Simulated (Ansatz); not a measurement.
C$_{3}$H$_{9}$NSi, SMILES `C=C[SiH2]CN`, relaxed with RKS PBE-D4/def2-SVP in Ansatz from a rough embedded geometry. The force threshold is 0.03 eV/Å; the program also tests the step.

Total charge 0; spin multiplicity 1.

Start:

```xyz
14

C    -1.807   -0.703   -1.226
C    -0.588   -1.066   -0.849
Si    0.801    0.095   -0.686
C     0.750    1.193    0.820
N     0.539    0.404    2.094
H    -2.138    0.233   -1.480
H    -2.573   -1.529   -1.289
H    -0.283   -2.096   -0.620
H     2.070   -0.691   -0.672
H     0.883    0.973   -1.940
H     1.550    1.815    0.908
H    -0.171    1.846    0.717
H    -0.334   -0.230    2.041
H     1.300   -0.244    2.183
```

```
         step  energy (eV)  largest force (eV/Å)  largest move (Å)
            1  -12607.5642                 5.198             0.000
            2  -12608.0993                 1.340             0.099
            3  -12608.1095                 0.589             0.200
            4  -12608.1799                 0.322             0.154
            5  -12608.1817                 0.243             0.029
            6  -12608.1874                 0.028             0.063
            7  -12608.1886                 0.029             0.025
            8  -12608.1898                 0.039             0.044
 9 (rejected)  -12608.1897                 0.255             0.196
           10  -12608.1922                 0.029             0.083
           11  -12608.1947                 0.074             0.098
           12  -12608.1950                 0.238             0.146
           13  -12608.2002                 0.120             0.056
14 (rejected)  -12608.1950                 0.196             0.149
           15  -12608.2012                 0.167             0.073
           16  -12608.2060                 0.102             0.100
           17  -12608.2091                 0.195             0.133
           18  -12608.2110                 0.075             0.027
           19  -12608.2113                 0.085             0.044
           20  -12608.2127                 0.073             0.064
           21  -12608.2131                 0.074             0.065
           22  -12608.2135                 0.046             0.041
           23  -12608.2137                 0.045             0.012
           24  -12608.2139                 0.010             0.007
```

End:

```xyz
14

C    -1.797   -0.893   -1.615
C    -0.807   -0.947   -0.700
Si    0.672    0.215   -0.673
C     0.734    1.170    0.988
N     0.854    0.315    2.180
H    -1.785   -0.159   -2.440
H    -2.662   -1.579   -1.590
H    -0.885   -1.715    0.094
H     1.943   -0.599   -0.754
H     0.587    1.118   -1.881
H     1.585    1.886    0.967
H    -0.175    1.803    1.085
H     0.052   -0.325    2.239
H     1.683   -0.288    2.100
```

Hardware: 4 threads of a server CPU on a shared host. Wall time 48 s, peak host memory 0.17 GiB.
